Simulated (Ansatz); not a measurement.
Consider the redistribution: `CBCN` + `OBS` → `NCBO` + `CBS`.

Calculated with Ansatz (gas phase, PBE0-D4/def2-TZVP geometries, no zero-point term in ΔE). CCSD(T)/CBS is the MP2 limit (def2-TZVPP, def2-QZVPP) plus CCSD(T) − MP2 in def2-TZVPP, frozen cores. This one scheme is used for every species. Functionals use def2-TZVPP. B3LYP here is the variant with VWN-RPA as its local correlation; programs differ in this. One conformer a species, not always the lowest.

`CBCN`:

Cartesian coordinates in Å:
```
C 1.645 -0.662 -0.621
B 0.357 0.208 -0.521
C -0.692 -0.006 0.607
N -1.686 1.039 0.774
H 1.698 -1.496 0.083
H 2.500 0.000 -0.418
H 1.814 -1.033 -1.636
H 0.155 1.049 -1.359
H -1.113 -1.005 0.350
H -0.172 -0.183 1.559
H -2.486 0.723 1.305
H -2.019 1.366 -0.122
```

`OBS`:

Cartesian coordinates in Å:
```
O 0.472 -1.338 -0.466
B 0.134 -0.259 0.273
S -0.545 1.236 -0.494
H 0.326 -1.250 -1.412
H 0.296 -0.316 1.454
H -0.683 1.928 0.645
```

`NCBO`:

Z-matrix (Å, degrees):
```
C
B 1 1.581
N 1 1.470 2 109.5
H 1 1.098 2 113.0 3 -128.3
H 1 1.098 2 106.3 3 117.2
O 2 1.344 1 117.0 3 -10.3
H 2 1.199 1 124.0 3 171.3
H 3 1.012 1 110.6 2 -88.7
H 3 1.011 1 112.1 2 152.2
H 6 0.977 2 106.4 1 -0.2
```

`CBS`:

Z-matrix (Å, degrees):
```
C
B 1 1.558
H 1 1.096 2 109.5
H 1 1.096 2 109.6 3 115.0
H 1 1.092 2 115.2 3 -122.5
S 2 1.782 1 119.7 3 122.5
H 2 1.195 1 121.8 3 -57.5
H 6 1.343 2 98.9 1 -180.0
```

(1) Is it downhill or uphill in electronic energy at CCSD(T)/CBS, and by how much? (Best estimate.)

(2) What do these levels give: r2SCAN-D4, ωB97M-V, PBE, B3LYP, HF/def2-TZVPP, SCS-MP2/def2-TZVPP, CCSD(T)/def2-TZVPP, MP2/def2-QZVPP, SCS-MP2/def2-QZVPP, HF/CBS(def2), MP2/CBS(def2), CCSD/CBS(def2)? (Best estimate.)

Largest T1 diagnostic among the species: 0.013.

## Answers

(1) Computed: Downhill: ΔE = -38.9 kJ/mol.

(2) Ansatz gave: r2SCAN-D4 -37.6, ωB97M-V -38.6, PBE -39.9, B3LYP -36.5, HF/def2-TZVPP -26.7, SCS-MP2/def2-TZVPP -38.6, CCSD(T)/def2-TZVPP -40.7, MP2/def2-QZVPP -39.5, SCS-MP2/def2-QZVPP -37.3, HF/CBS(def2) -25.6, MP2/CBS(def2) -39.1, CCSD/CBS(def2) -36.4 kJ/mol.

In def2-TZVPP, CCSD(T) changes the Hartree–Fock value by −14.0 kJ/mol (the triples alone add −2.5 kJ/mol) and MP2 by −14.1 kJ/mol.
